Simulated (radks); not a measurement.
Spherical jellium clusters: N electrons in a uniform positive sphere of charge N and radius rs N^(1/3), rs = 4.07 bohr. Method: non-relativistic Kohn-Sham, LDA (Slater exchange, Perdew-Wang correlation), spin-polarised, spherical densities; computed with a radial shooting solver with Libxc functionals. Levels are named by radial order and angular momentum (1s, 1p, 1d, 2s, ...), and open shells are averaged over m. Each electron was tried in the lowest free levels, single moves between levels near the top were tried too, and the lowest total energy was kept; such a search can miss a lower state. Energies include the self-energy of the background; IP and EA are vertical (highest electron removed, lowest free level filled), at fixed background; spill-out counts the electrons outside the background radius R, and alpha is the static dipole polarisability from linear response (closed shells only). A dash means not computed or, for alpha, an open shell; in EA it means that no bound solution was reached, which is typical of self-interaction and does not show that the anion is unstable. Real open-shell clusters deform, which this model forbids.

\begin{tabular}{lrrrrrrrrr}
N & open shells & 2S & E/N (eV) & E(N+1) + E(N-1) - 2E(N) (eV) & IP (eV) & EA (eV) & -e(HOMO) (eV) & spill-out (e) & alpha/R^3 \\ \hline
1 & 1s(up 1, down 0) & 1 & -1.244 & - & - & - & 2.976 & 0.38 & - \\
2 & none & 0 & -1.681 & 1.068 & 5.205 & - & 3.152 & 0.54 & 1.619 \\
3 & 1p(up 1, down 0) & 1 & -1.471 & -0.628 & 3.766 & - & 2.121 & 0.84 & - \\
4 & 1p(up 2, down 0) & 2 & -1.523 & -0.441 & 4.294 & - & 2.628 & 1.01 & - \\
5 & 1p(up 3, down 0) & 3 & -1.642 & 0.295 & 4.587 & - & 2.953 & 1.13 & - \\
6 & 1p(up 3, down 1) & 2 & -1.672 & -0.358 & 4.163 & - & 2.690 & 1.27 & - \\
7 & 1p(up 3, down 2) & 1 & -1.745 & -0.259 & 4.442 & 1.595 & 2.976 & 1.38 & - \\
8 & none & 0 & -1.832 & 1.160 & 4.623 & - & 3.182 & 1.48 & 1.424 \\
9 & 1d(up 1, down 0) & 1 & -1.770 & -0.259 & 3.393 & - & 2.092 & 1.65 & - \\
10 & 1d(up 2, down 0) & 2 & -1.747 & -0.221 & 3.632 & - & 2.342 & 1.79 & - \\
11 & 1d(up 3, down 0) & 3 & -1.748 & -0.189 & 3.820 & 1.326 & 2.544 & 1.91 & - \\
12 & 1d(up 4, down 0) & 4 & -1.765 & -0.162 & 3.970 & 1.504 & 2.711 & 2.01 & - \\
13 & 1d(up 5, down 0) & 5 & -1.791 & 0.329 & 4.092 & 1.208 & 2.851 & 2.09 & - \\
14 & 1d(up 5, down 1) & 4 & -1.791 & -0.173 & 3.725 & 1.404 & 2.544 & 2.20 & - \\
15 & 1d(up 5, down 2) & 3 & -1.801 & -0.148 & 3.873 & 1.570 & 2.702 & 2.30 & - \\
16 & 1d(up 5, down 3) & 2 & -1.820 & -0.129 & 3.996 & 1.713 & 2.836 & 2.38 & - \\
17 & 1d(up 5, down 4) & 1 & -1.844 & -0.112 & 4.098 & 1.838 & 2.951 & 2.46 & - \\
18 & none & 0 & -1.872 & 0.212 & 4.184 & 1.670 & 3.050 & 2.54 & 1.323 \\
19 & 2s(up 1, down 0) & 1 & -1.886 & 0.201 & 3.947 & 1.532 & 2.838 & 2.70 & - \\
20 & none & 0 & -1.888 & 0.392 & 3.746 & 1.156 & 2.676 & 2.90 & 1.356 \\
21 & 1f(up 1, down 0) & 1 & -1.871 & -0.120 & 3.370 & 1.287 & 2.315 & 2.99 & - \\
22 & 1f(up 2, down 0) & 2 & -1.861 & -0.110 & 3.473 & 1.406 & 2.426 & 3.08 & - \\
23 & 1f(up 3, down 0) & 3 & -1.857 & -0.101 & 3.565 & 1.513 & 2.526 & 3.15 & - \\
24 & 1f(up 4, down 0) & 4 & -1.858 & -0.093 & 3.647 & 1.611 & 2.617 & 3.22 & - \\
25 & 1f(up 5, down 0) & 5 & -1.862 & -0.085 & 3.720 & 1.700 & 2.699 & 3.29 & - \\
26 & 1f(up 6, down 0) & 6 & -1.869 & -0.079 & 3.787 & 1.782 & 2.774 & 3.35 & - \\
27 & 1f(up 7, down 0) & 7 & -1.879 & 0.289 & 3.847 & 1.504 & 2.842 & 3.41 & - \\
28 & 1f(up 7, down 1) & 6 & -1.877 & -0.089 & 3.540 & 1.602 & 2.561 & 3.49 & - \\
29 & 1f(up 7, down 2) & 5 & -1.879 & - & 3.617 & 1.691 & 2.645 & 3.56 & - \\
\end{tabular}

All shells are closed at N = 2, 8, 18, 20 (there: 1s2 1p6 1d10 2s2); the second difference of the energy has clear peaks (12 % above both neighbours; the first and last values, which can be the largest, are not judged, and half-filled shells can peak too) at N = 5, 8, 13, 20, 27.
